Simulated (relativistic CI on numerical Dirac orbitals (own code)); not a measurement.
## Hyperfine structure of Cr X, mass number 53

Calculated at this level of theory: Dirac-Coulomb-Breit CI, orbitals from a KLI potential per configuration, QED by a radiative potential, unscaled Slater integrals (own radial code, finite nucleus).

CI space (outside the closed core [Ne]): 3s2 3p3, 3s 3p4, 3s2 3p2 3d, 3p5, 3s 3p3 3d, 3p4 3d, 3s 3p2 3d2, 3s2 3p2 4s, 3s2 3p2 4p, 3s2 3p 3d 4p, 3p4 4s, 3p4 4p, 3s2 3p2 4d, 3s2 3p 3d2, 3s2 3d3, 3s 3p 3d3, 3s2 3d2 4s, 3s2 3d2 4p, 3s2 3d2 4d, 3p3 3d2, 3p2 3d3, 3p2 3d2 4s, 3p2 3d2 4p, 3p2 3d2 4d, 3s2 3p 3d 4s, 3s 3p 3d2 4s, 3s2 3d 4s2, 3s2 3d 4s 4p, 3s2 3d 4s 4d. Double excitations out of closed p, d and f shells are left out; levels of such configurations are missing from the list, as are those of other unlisted configurations, and high levels can miss mixing partners.

Nuclear spin I = 3/2, μ = -0.47431 μN, Q = -0.15 b (tables of Stone and Pyykkö). The electronic factors are computed for point nuclear moments, without core polarisation or the Bohr-Weisskopf and QED corrections.

| Level | E (eV) | A (MHz) | B (MHz) |
| --- | --- | --- | --- |
| 3s2 3p3 2D°_3/2 | 5.0632 | -1027 | -584 |
| 3s2 3p3 2D°_5/2 | 5.3495 | -1773 | 6.19 |
| 3s2 3p3 2P°_1/2 | 8.4273 | -4888 |  |
| 3s2 3p3 2P°_3/2 | 8.8125 | -1012 | 594 |
| 3s 3p4 4P_5/2 | 28.9385 | -3998 | -742 |
| 3s 3p4 4P_3/2 | 29.6845 | -3753 | 594 |
| 3s 3p4 4P_1/2 | 30.0492 | -8243 |  |
| 3s 3p4 2D_3/2 | 36.2551 | 958.7 | 1080 |

Levels with J = 0, under 50 % of one LS term, or S terms without an open s electron are left out. Small factors come from cancelling terms and can be off by tens of per cent or more.

At this charge energies of transitions that change n are usually good to better than 1 %, and those within a shell (Δn = 0) to a few per cent.

Q: Give the hyperfine levels of 3s2 3p3 2D°_5/2 relative to its centre of gravity.

A: With K = F(F + 1) − I(I + 1) − J(J + 1), E = AK/2 + B[¾K(K + 1) − I(I + 1)J(J + 1)]/[2I(2I − 1)J(2J − 1)]: F = 1: 9315, F = 2: 5763, F = 3: 440, F = 4: -6649 MHz.

LS names give the leading component of a level, which can be under half, so a name can repeat, a term be missing and a line seem to break the LS rules.
